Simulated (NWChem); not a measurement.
## Basis-set dependence for CNO

SMILES: [O]C#N
```xyz
3

O      0.0000     0.0000     1.1395
C      0.0000     0.0000    -0.0409
N      0.0000     0.0000    -1.2673
```
Charge 0, spin multiplicity 2.

Program: NWChem. All single points use one geometry, from UB3LYP/def2-SVP, a minimum by its harmonic frequencies.

Hartree-Fock energies in Ha, correlation energies in mHa.

The correlated methods keep 3 core orbitals frozen. The Pople sets run with spherical d functions. The structure started from a generated list of species. The unpaired electrons of the parent sit in orbitals of symmetry b1 (C2v labels of the run); other states weren't searched. No SCF solution was tested for a lower state. Open-shell Hartree-Fock references start from PBE0 orbitals. Coupled-cluster values serve here as a point of comparison, not as the truth.

| basis | functions | UHF | UMP2 | SCS-UMP2 | CCSD on UHF | CCSD[T] on UHF | CCSD(T) on UHF | URI-MP2 |
|---|---|---|---|---|---|---|---|---|
| 6-31G* | 42 | -167.12704 | -409.4 | -392.8 | -429.3 | -448.2 | -445.9 | not run |
| cc-pVDZ | 42 | -167.14382 | -416.6 | -399.9 | -436.4 | -455.5 | -453.4 | -416.7 |
| cc-pVTZ | 90 | -167.18976 | -520.8 | -505.6 | not run | not run | not run | -520.8 |
| cc-pVQZ | 165 | -167.20178 | -559.3 | -547.1 | not run | not run | not run | -559.3 |

From cc-pVTZ to cc-pVQZ the Hartree-Fock energy moves by -12.0 mHa and the UMP2 correlation energy by -38.5 mHa, which is 7 % of its value in the larger set.
